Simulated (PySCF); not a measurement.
Te(Cl)(NMe2) (C2H6ClNTe), SMILES CN([Te]Cl)C.

The structure is a stationary point at PBE0-D3(BJ)/def2-SVP. The structure was generated by enumeration, and PubChem lists no compound with its InChIKey, so it may never have been made. The def2 effective core potentials stand for the cores of Te; spin–orbit coupling is left out. The values are those of a single conformer.

Calculation: HF/def2-TZVP (PySCF).

The molecule is in vacuum.

Estimate the frontier levels, gap, dipole moment and polarisability. (An estimate is asked for; the answer gives what the named calculation found.)


```json
{
  "highest_occupied_level": "-8.78 eV",
  "lowest_empty_level": "1.16 eV",
  "orbital_gap": "9.94 eV",
  "dipole_moment": "2.78 D",
  "quadrupole, principal values (traceless, Buckingham form, about the centre of nuclear charge)": "-6.27, -0.58, 6.86 D·Å",
  "mean_static_polarisability": "78.3 bohr³ (11.61 Å³)",
  "polarisability_principal_values": "63.6, 76.7, 94.7 bohr³"
}
```
